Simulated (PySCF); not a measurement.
Run record for `C=C(OC(F)F)[C@H]1CO1`: BHandHLYP/def2-SVPD, energy threshold 1e-07 Eh, full TDDFT, 12 singlets.

Method: TDDFT BHandHLYP/def2-SVPD, vertical, gas phase, core orbitals frozen in the response (PySCF 2.14.0, density-fitted response routines). Geometry: GFN2-xTB. The command runs a driver script over a list of jobs; the input below is this job's line of settings and its coordinates in Å.

Command:
```bash
OMP_NUM_THREADS=1 python probes_run.py task.json out
```

Input:
```
{"job": {"kind": "uv", "xc": "BHandHLYP", "basis": "def2-SVPD", "nstates": 12, "ntriplets": 0, "tda": false, "scf": {"conv": 1e-07}}, "charge": 0, "multiplicity": 1}
C     -0.240927     0.786127    -1.836569
C      0.208752     0.291317    -0.694343
O      1.436439    -0.355523    -0.692868
C      1.799787    -1.081739     0.389601
F      2.788382    -1.902477     0.012487
F      2.329157    -0.286205     1.359743
C     -0.486263     0.433805     0.619800
C     -1.945242     0.374184     0.728422
O     -1.143537    -0.695485     1.133783
H     -1.160046     1.336959    -1.879925
H      0.320589     0.661920    -2.743668
H      0.996421    -1.679460     0.853408
H      0.067076     1.006716     1.364095
H     -2.437783     0.918738     1.525348
H     -2.537216     0.199112    -0.161226
```

Output:
```
final grid: 133896 points
cycle   1  E = -543.3645983250  dE =  1.865e+00  |g| = 9.836e-01  |ddm| = 6.091e+00
cycle   2  E = -543.3295641879  dE =  3.503e-02  |g| = 1.125e+00  |ddm| = 2.592e+00
cycle   3  E = -543.5510881519  dE = -2.215e-01  |g| = 9.113e-02  |ddm| = 1.529e+00
cycle   4  E = -543.5522965474  dE = -1.208e-03  |g| = 5.370e-02  |ddm| = 2.007e-01
cycle   5  E = -543.5528455634  dE = -5.490e-04  |g| = 9.956e-03  |ddm| = 8.732e-02
cycle   6  E = -543.5528635836  dE = -1.802e-05  |g| = 2.632e-03  |ddm| = 1.625e-02
cycle   7  E = -543.5528650800  dE = -1.496e-06  |g| = 5.297e-04  |ddm| = 4.671e-03
cycle   8  E = -543.5528651578  dE = -7.774e-08  |g| = 2.699e-04  |ddm| = 1.852e-03
converged SCF energy = -543.5528651578

Static polarisability (au): isotropic 66.031, principal 51.533 68.864 77.695

Singlet excitations
state   eV       nm        f      main configurations
  1   7.0680    175.4   0.39512   H->L 0.94
  2   7.5246    164.8   0.03292   H->L+1 0.82, H->L+3 0.13
  3   7.8218    158.5   0.01036   H-1->L 0.87
  4   8.3669    148.2   0.00233   H->L+2 0.31, H->L+5 0.23, H->L+3 0.20
  5   8.4605    146.5   0.01265   H->L+2 0.50, H->L+4 0.21, H->L+3 0.11
  6   8.5736    144.6   0.00578   H->L+3 0.42, H->L+4 0.19, H->L+5 0.11
  7   8.6031    144.1   0.00817   H-2->L 0.85
  8   8.6455    143.4   0.00367   H->L+4 0.48, H->L+5 0.21
  9   8.7871    141.1   0.00092   H-1->L+3 0.36, H-1->L+5 0.27, H-1->L+2 0.08
 10   8.9788    138.1   0.04047   H-1->L+1 0.81
 11   9.3102    133.2   0.00548   H->L+6 0.69, H->L+7 0.14
 12   9.4274    131.5   0.01325   H->L+7 0.37, H->L+9 0.23
```

H and L stand for HOMO and LUMO; the number after each pair is its weight.

Problem. How does the lowest singlet excitation compare with the HOMO–LUMO gap?

Solution. HOMO -8.80 eV and LUMO 0.62 eV give a gap of 9.42 eV; S1 at 7.07 eV lies 2.35 eV below it.

Problem. Give S1 in cm⁻¹ and kJ/mol.

Solution. 7.0680 eV × 8065.54 = 57007 cm⁻¹; × 96.485 = 682.0 kJ/mol.

In short: SCF converged in 8 cycles with 240 basis and 845 fitting functions; HOMO -8.80 eV, LUMO 0.62 eV; lowest singlet 7.07 eV; mean polarisability 66.0 au.

On an Intel Xeon Platinum 8488C with one thread (shared host), this took 54 s and 0.99 GiB of memory at its peak.

Shape of the structure used: `[CH2:1]=[C:2]([O:3][CH:4]([F:5])[F:6])[C@H:7]1[CH2:8][O:9]1`: C1–C2–O3–C4 -168°, C2–O3–C4–F5 162°, C1–C2–C7–C8 38°.

One conformer stands for the species.
